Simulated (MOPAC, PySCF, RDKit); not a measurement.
Noncovalent pair: H2S (SMILES S) (first 3 atoms) with H4OSi (SMILES O[SiH3]); geometry from B3LYP-D3(BJ)/def2-TZVP, rigid monomers moved along the line of their centres of mass till H2···O4 is 3.11 Å.
(charge 0, multiplicity 1):
```xyz
9

S      0.4593    -0.1280    -0.0294
H      0.2706     0.5953     1.0895
H     -0.8584    -0.2164    -0.2696
O     -0.2290     1.0180     4.1318
Si    -0.5114    -0.4644     4.8255
H      0.3293     1.6419     4.6023
H      0.7245    -1.2789     4.8867
H     -1.5152    -1.1198     3.9679
H     -1.0370    -0.3038     6.2034
```

Monomers are frozen at their geometry in the pair; levels with a basis set take the counterpoise correction. Rows marked so take none.

Rows in 6-31G* carry no dispersion term and start afresh at each structure (6-31G* with six Cartesian d functions). The state that PM6 reach isn't checked.

The values were computed with MOPAC for PM6 (differences of heats of formation); PySCF for 6-31G* rows; RDKit for the force fields. 

Q: One of these levels gives -0.80 kcal/mol for the interaction energy. Which one is it?
(A) MMFF94
(B) PM6
(C) M06-2X/6-31G* (no counterpoise)

A: B, PM6. The others give -1.24 (MMFF94), -1.69 (M06-2X/6-31G* (no counterpoise))
